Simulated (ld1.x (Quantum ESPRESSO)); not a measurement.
## lead, TM: configuration errors across variants

- Element: lead (Pb)
- Generator: ld1.x (Quantum ESPRESSO) 7.5
- Type: norm-conserving Troullier–Martins (Kleinman–Bylander form)
- Functional: PBE
- Relativity: scalar-relativistic
- Frozen core: [Kr] 4d10 4f14 5s2
- Valence charge: 20
- Reference configuration: 5p6 5d10 6s2 6p0 (charge +2)
- Partial waves: 6s (bound): rc 1.50 bohr; 5p (bound): rc 1.70 bohr; 5d (bound): rc 1.10 bohr
- Local potential: all-electron potential smoothed inside 1.65 bohr (lloc = -2)
- Core correction: Bessel-smoothed model core inside 0.50 bohr

All-electron excitation energies from the reference (eV): (1) 5p6 5d10 6s2 6p2 -20.020; (2) 5p6 5d10 6s2 6p1 -13.445; (3) 5p6 5d10 6s1 6p0 32.410; (4) 5p6 5d10 6s1 6p2 -3.917; (5) 5p6 5d10 6s2 6p1.5 -17.528; (6) 5p5 5d10 6s2 6p2 72.926; (7) 5p6 5d10 6s0 6p0 75.113.

Tests that are not counted but printed errors over 1 eV. “wave 6s (bound): rc 1.50 bohr becomes 6s (bound): rc 1.28 bohr”: 5p5 5d10 6s2 6p2 (solver errors, printed error -47.3 eV).

1 further variants failed, have other tests or too few solved ones, and are left out.

A true bound ghost makes a file unfit for plane-wave use even where its test errors are small: the radial tests pick states by their node count and pass the ghost by. Where a test does run into it, the solver fails or the error is huge.

Errors AE − PS in meV (a dash: test not solved or not reliable):

```csv
change,(1),(2),(3),(4),(5),(6),(7),bound ghosts
base,-125,-87,+23,-221,-111,+158,-60,s
wave 6s (bound): rc 1.50 bohr becomes 6s (bound): rc 1.28 bohr,-141,-93,+18,-263,-122,–,-329,s
wave 6s (bound): rc 1.50 bohr becomes 6s (bound): rc 1.48 bohr,-125,-87,+23,-221,-111,+158,-60,s
wave 6s (bound): rc 1.50 bohr becomes 6s (bound): rc 1.76 bohr,-134,-90,-2.6,-230,-117,-79,-61,s
wave 6s (bound): rc 1.50 bohr becomes 6s (bound): rc 2.18 bohr,-136,-91,-6.2,-231,-119,-146,-66,s
```

Q: Give the same row for: wave 6s (bound): rc 1.50 bohr becomes 6s (bound): rc 1.90 bohr.

A: -137, -91, -6.5, -231, -119, -160, -65; bound ghosts: s.
